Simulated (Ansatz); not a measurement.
Ansatz (an electronic-structure program) input (B3LYP/def2-TZVPD):

Ansatz 0.2 input:
```yaml
crystal:
  periodic: [false, false, false]
  atoms:
    - {symbol: C, position_ang: [2.47236508, -0.14018039, 0.40710994]}
    - {symbol: Si, position_ang: [0.96685661, -0.01179819, -0.67946841]}
    - {symbol: O, position_ang: [-0.37662703, 0.00455399, 0.26549426]}
    - {symbol: Si, position_ang: [-2.00747352, 0.07862936, 0.35548872]}
    - {symbol: H, position_ang: [2.44759018, -1.05598543, 1.00071863]}
    - {symbol: H, position_ang: [2.53272380, 0.70836428, 1.09122449]}
    - {symbol: H, position_ang: [3.38132109, -0.15293283, -0.19929234]}
    - {symbol: H, position_ang: [1.00768843, 1.23410107, -1.48505740]}
    - {symbol: H, position_ang: [0.89182632, -1.16708027, -1.60823081]}
    - {symbol: H, position_ang: [-2.39863184, 0.02440098, 1.78057366]}
    - {symbol: H, position_ang: [-2.49948826, 1.34191038, -0.24371525]}
    - {symbol: H, position_ang: [-2.61556717, -1.06376410, -0.36711915]}
basis:
  gaussian:
    orbitals: def2-TZVPD
hamiltonian:
  xc: {name: B3LYP}
output: {forces: true}
```

End of the output:

```
integrals: 0.17 GiB planned
1344 factors; their error is unknown
0.39 GiB of the device are held for the grids
1.34 GiB of device memory are held for the factors and their scratch space
mean field: 1.23 GiB planned
mean field evaluation 1: about -18964.9069 eV, gradient 7.6e1 eV
mean field evaluation 2: about -18946.4099 eV, gradient 1.2e2 eV
mean field evaluation 4: about -18975.4564 eV, gradient 7.3e0 eV
mean field evaluation 8: about -18975.5711 eV, gradient 4.2e-2 eV
mean field evaluation 16: about -18975.5698 eV, gradient 1.3e-5 eV
mean field -18975.56978401 eV, -697.3393274591 hartree, gradient 1.3e-5 eV, S^2 0.000000; 0 other end points of the search recorded, 0 dependent functions left out
the calculation of the forces begins
reference -18975.57011596 eV, -697.3393396583 hartree; 25, 25 occupied and 210, 210 virtual orbitals, 1344 factors
Total energy: -18975.57011596 eV, -697.3393396583 hartree
Atom 0 at     2.472365    -0.140180     0.407110 Å, force     0.015234    -0.000863     0.002488 eV/Å
Atom 1 at     0.966857    -0.011798    -0.679468 Å, force     0.038377    -0.000782    -0.020847 eV/Å
Atom 2 at    -0.376627     0.004554     0.265494 Å, force    -0.011055     0.000072     0.008996 eV/Å
Atom 3 at    -2.007474     0.078629     0.355489 Å, force    -0.054604     0.001961     0.013141 eV/Å
Atom 4 at     2.447590    -1.055985     1.000719 Å, force     0.010127    -0.005477     0.006551 eV/Å
Atom 5 at     2.532724     0.708364     1.091224 Å, force     0.010574     0.003781     0.007026 eV/Å
Atom 6 at     3.381321    -0.152933    -0.199292 Å, force     0.009884    -0.000622     0.002833 eV/Å
Atom 7 at     1.007688     1.234101    -1.485057 Å, force     0.000530     0.008788    -0.010523 eV/Å
Atom 8 at     0.891826    -1.167080    -1.608231 Å, force    -0.000264    -0.007678    -0.011368 eV/Å
Atom 9 at    -2.398632     0.024401     1.780574 Å, force    -0.003778     0.000038     0.002805 eV/Å
Atom 10 at    -2.499488     1.341910    -0.243715 Å, force    -0.007240     0.006042    -0.000261 eV/Å
Atom 11 at    -2.615567    -1.063764    -0.367119 Å, force    -0.007785    -0.005261    -0.000841 eV/Å
Dipole moment:     0.127119    -0.007579     0.028182 e Å
```
